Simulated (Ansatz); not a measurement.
Calculated with Ansatz (gas phase, PBE0-D4/def2-TZVP geometries, no zero-point term in ΔE). CBS: MP2 limit from def2 TZ/QZ plus the TZ coupled-cluster correction, frozen cores. This one scheme is used for every species. Functionals use def2-TZVPP. B3LYP here is the variant with VWN-RPA as its local correlation; programs differ in this. One conformer a species, not always the lowest.

`C[SiH](Cl)[SiH2]F` + `Cc1ccccc1` → `F[SiH2][SiH2]Cl` + `Cc1ccc(C)cc1`  (formal exchange of groups at the Si–C bond)

```
             level  ΔE (kJ/mol)  difference from CCSD(T)/CBS
            PBE-D4         41.3                         -0.6
         r2SCAN-D4         43.6                          1.7
           PBE0-D4         41.5                         -0.4
          B3LYP-D4         41.7                         -0.2
            B2PLYP         41.2                         -0.7
               PBE         41.3                         -0.6
            r2SCAN         43.8                          1.9
              PBE0         41.5                         -0.4
CCSD(T)/def2-TZVPP         39.6                         -2.3
    CCSD/CBS(def2)         42.2                          0.3
       CCSD(T)/CBS         41.9                            0
```

Largest T1 diagnostic among the species: 0.011.

CCSD(T)/CBS has its own doubt, a few kJ/mol and more with outer-core shells, so smaller differences from it don't rank the levels.
